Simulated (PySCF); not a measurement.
# Vertical excitation energies

Species: C₅H₁₁NOSi₂.
Numbering: `[CH3:1][c:2]1[cH:3][cH:4][o:5][c:6]1[SiH2:7][NH:8][SiH3:9]` (hydrogens: H10, H11, H12 on C1; H13 on C3; H14 on C4; H15, H16 on Si7; H17 on N8; H18, H19, H20 on Si9)

Method: TDDFT CAM-B3LYP/def2-SVPD, vertical, gas phase, core orbitals frozen in the response in PySCF 2.14.0, density-fitted response routines. Geometry: PBE0-D3(BJ)/def2-SVP, one conformer, isolated molecule. Torsions of this conformer, `[CH3:1][c:2]1[cH:3][cH:4][o:5][c:6]1[SiH2:7][NH:8][SiH3:9]`: O5–C6–Si7–N8 49°, C6–Si7–N8–Si9 18°.

**Question.** Predict the UV-vis stick spectrum at this level.

**Answer.** 

```csv
state,E (eV),E (kJ/mol),λ (nm),f,|μ| (D),"main configurations (H = HOMO, L = LUMO)"
S1,5.69,549,217.7,0.251,3.41,H→L (89%)
S2,6.12,591,202.5,0.011,0.68,H-1→L (78%)
S3,6.50,627,190.9,0.0069,0.53,"H→L+1 (50%), H→L+2 (17%), H-2→L (12%)"
S4,6.54,631,189.5,0.0010,0.20,"H-2→L (37%), H→L+1 (24%)"
S5,6.82,658,181.9,0.028,1.04,H→L+2 (54%)
S6,7.05,680,175.9,0.019,0.84,"H→L+3 (30%), H→L+4 (23%), H→L+5 (11%)"
S7,7.15,689,173.5,0.016,0.77,"H-1→L+2 (38%), H-1→L+1 (22%)"
S8,7.21,695,172.0,0.012,0.65,"H-1→L+1 (33%), H-1→L+2 (16%), H→L+3 (11%)"
S9,7.42,716,167.2,0.043,1.23,"H→L+5 (34%), H-1→L+4 (14%), H-1→L+5 (13%)"
S10,7.43,717,166.9,0.144,2.26,"H→L+6 (28%), H→L+4 (13%), H-2→L (12%)"
```

Triplets, Tamm–Dancoff:

```
state  E (eV)  λ (nm)  main configurations (H = HOMO, L = LUMO)
   T1    3.82   324.9                    H→L (65%), H→L+2 (14%)
   T2    5.07   244.6   H-2→L (45%), H→L+8 (13%), H-2→L+2 (13%)
   T3    5.77   214.8                H-1→L (69%), H-1→L+2 (11%)
   T4    6.11   202.8     H→L+8 (26%), H-2→L (22%), H→L+6 (14%)
```

The lowest singlet lies at 5.69 eV (218 nm, ultraviolet) and is strong; its leading configuration is HOMO→LUMO (89%). The lowest level is also the most intense of those listed (f = 0.251). Löwdin shares by element: HOMO carbon 76% or more (atoms not listed hold the other 24%); LUMO carbon 32% or more, silicon 16% or more (atoms not listed hold the other 52%). The listed states span 1.73 eV, and the widest gap between neighbours is 0.43 eV (S1 to S2). The oscillator strengths of these states sum to 0.531; summed over the whole spectrum of an exact calculation they would give the number of electrons, 84 (Thomas–Reiche–Kuhn). Of the 10 states listed, 8 reach f = 0.01 and none stays under 0.0005. All these states lie below the vertical ionisation energy of 8.48 eV (ΔSCF). Singlets were solved by full linear response, triplets in the Tamm–Dancoff approximation.

Time: 5.6 min (grids of density and orbitals included); peak memory 1.4 GiB. Hardware: one thread, Intel Xeon 6975P-C (x86_64), on a shared host.
